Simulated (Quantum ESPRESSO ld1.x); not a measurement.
The numbers below are computed, except where a source is named.
Task: Coherent X-ray form factor from a spherical all-electron density. Level of theory: Dirac Kohn-Sham, BLYP, spin-unpolarised, spherical densities, point nucleus (ld1.x of Quantum ESPRESSO 7.5).

| sin(theta)/lambda (1/angstrom) | f0 (electrons) |
|---|---|
| 0.05 | 49.370 |
| 0.1 | 47.635 |
| 0.15 | 45.165 |
| 0.2 | 42.371 |
| 0.25 | 39.555 |
| 0.3 | 36.878 |
| 0.4 | 32.112 |
| 0.5 | 28.111 |
| 0.6 | 24.831 |
| 0.8 | 20.204 |
| 1 | 17.295 |
| 1.25 | 14.564 |
| 1.5 | 12.115 |
| 2 | 8.247 |

The species is in the configuration that NIST lists as its ground one. Which atom or ion scatters so?

Result: The iodine ion I3+, [Kr] 4d10 5s2 5p2. Extrapolating in s^2 from the first two rows gives f0(0) = 49.9, near the electron count 50; among species with that count, the fall with angle is slower the higher Z, and the table is that of Z = 53; from so few rows the species is fixed only to a neighbour or two.
